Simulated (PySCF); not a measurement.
Job file and geometry (Å, from GFN2-xTB) of an NMR shielding run on SMILES C=C/C=C\CN([SiH3])[SiH3], C5H13NSi2, GIAO PBE0/pcSseg-1 NMR shielding, non-relativistic, gas phase (PySCF 2.14.0, density-fitted response routines); density fitting, a coarse starting grid and PySCF grid level 2 are the driver's defaults:

```
{"job": {"kind": "nmr", "xc": "PBE0", "basis": "pcSseg-1"}, "charge": 0, "multiplicity": 1}
C      3.582692     0.472903     0.517222
C      2.337053     0.009045     0.545540
C      1.652860    -0.476857    -0.631618
C      0.415121    -0.972222    -0.689214
C     -0.566021    -1.091049     0.433400
N     -1.593636    -0.061301     0.336894
Si    -2.878793    -0.327597    -0.799186
Si    -1.179030     1.485673     1.008860
H      4.153036     0.502535    -0.397268
H      4.077203     0.836549     1.401488
H      1.791432    -0.002326     1.478164
H      2.231649    -0.422837    -1.546796
H      0.016694    -1.274191    -1.649540
H     -1.048095    -2.073437     0.383065
H     -0.071286    -1.008514     1.402546
H     -3.980871     0.532908    -0.384456
H     -3.220351    -1.749103    -0.694016
H     -2.495457    -0.025795    -2.186165
H     -0.711884     1.228693     2.375702
H     -2.403919     2.275790     0.999585
H     -0.117319     2.158076     0.250024
```

Question: Write the output of this run.

Answer: 
```
coarse grid: 17800 points
cycle   1  E = -831.3592740422  dE =  7.444e-01  |g| = 4.563e-01  |ddm| = 4.137e+00
cycle   2  E = -831.3317492646  dE =  2.752e-02  |g| = 5.833e-01  |ddm| = 9.769e-01
cycle   3  E = -831.4078780494  dE = -7.613e-02  |g| = 1.074e-01  |ddm| = 6.177e-01
cycle   4  E = -831.4102401457  dE = -2.362e-03  |g| = 2.936e-02  |ddm| = 1.195e-01
cycle   5  E = -831.4104256283  dE = -1.855e-04  |g| = 1.356e-02  |ddm| = 3.784e-02
cycle   6  E = -831.4104704491  dE = -4.482e-05  |g| = 3.954e-03  |ddm| = 1.434e-02
cycle   7  E = -831.4104743366  dE = -3.888e-06  |g| = 4.209e-04  |ddm| = 3.932e-03
final grid: 160720 points
cycle   8  E = -831.4550536712  dE = -3.801e-05  |g| = 7.550e-03  |ddm| = 3.646e-02
cycle   9  E = -831.4550464892  dE =  7.182e-06  |g| = 9.346e-03  |ddm| = 1.614e-02
cycle  10  E = -831.4550677885  dE = -2.130e-05  |g| = 1.776e-03  |ddm| = 9.706e-03
cycle  11  E = -831.4550685425  dE = -7.540e-07  |g| = 2.750e-04  |ddm| = 1.753e-03
cycle  12  E = -831.4550685579  dE = -1.535e-08  |g| = 1.356e-04  |ddm| = 3.465e-04
cycle  13  E = -831.4550685622  dE = -4.358e-09  |g| = 3.343e-05  |ddm| = 1.315e-04
cycle  14  E = -831.4550685625  dE = -2.576e-10  |g| = 8.034e-06  |ddm| = 3.877e-05
converged SCF energy = -831.4550685625

GIAO shielding tensors (ppm)
atom      isotropic    diamagn.    paramagn.     s11        s22        s33       span
  0 C       60.800     251.860    -191.059    -47.538     69.192    160.746    208.284
  1 C       47.854     257.316    -209.462    -73.327     46.634    170.255    243.582
  2 C       48.632     254.377    -205.744    -52.927     56.552    142.271    195.198
  3 C       50.760     260.071    -209.312    -57.024     52.813    156.489    213.513
  4 C      136.083     246.547    -110.464    112.780    126.440    169.029     56.248
  5 N      249.601     329.391     -79.790    226.170    246.519    276.113     49.943
  6 Si     393.883     880.656    -486.772    335.672    369.243    476.735    141.063
  7 Si     397.920     881.618    -483.698    347.218    373.819    472.722    125.504
  8 H       26.109      30.243      -4.134     22.923     25.500     29.903      6.981
  9 H       26.169      28.833      -2.664     23.412     25.210     29.884      6.472
 10 H       24.593      34.413      -9.820     20.764     22.707     30.307      9.543
 11 H       25.306      33.498      -8.192     23.065     24.075     28.778      5.714
 12 H       25.796      34.038      -8.242     22.795     24.974     29.619      6.824
 13 H       28.176      31.882      -3.706     24.001     27.112     33.417      9.416
 14 H       27.810      33.153      -5.343     24.389     26.480     32.561      8.172
 15 H       26.948      29.563      -2.615     23.112     25.590     32.143      9.031
 16 H       27.043      29.709      -2.666     23.960     25.120     32.050      8.089
 17 H       26.818      30.067      -3.248     22.845     25.071     32.539      9.695
 18 H       27.152      30.994      -3.842     24.536     24.602     32.319      7.783
 19 H       27.086      30.788      -3.702     23.170     25.958     32.130      8.960
 20 H       27.079      31.542      -4.463     23.724     26.045     31.469      7.745
```

Question: Turn these shieldings into chemical shifts. Chemical shifts δ = σref − σ; TMS for 13C (186.93 ppm), 29Si (349.16 ppm), 1H (31.72 ppm); NH3 for 15N (267.73 ppm), all at this level.

Answer: Averaging equivalent atoms: C 1: 139.1; C 2: 138.3; C 3: 136.2; C 0: 126.1; C 4: 50.8; N 5: 18.1; Si 6/7: -46.7; H 10: 7.12; H 11: 6.41; H 12: 5.92; H 8: 5.61; H 9: 5.55; H 15/16/17/18/19/20: 4.70; H 13/14: 3.72 ppm. Experimental scales use liquid or dissolved standards, which lie at an offset from isolated NH3 (liquid NH3: subtract about 20 ppm).

Size and cost of the density-fitted run: 215 basis functions, 43 s wall time on 1 thread of an Arm Neoverse V1, shared host.
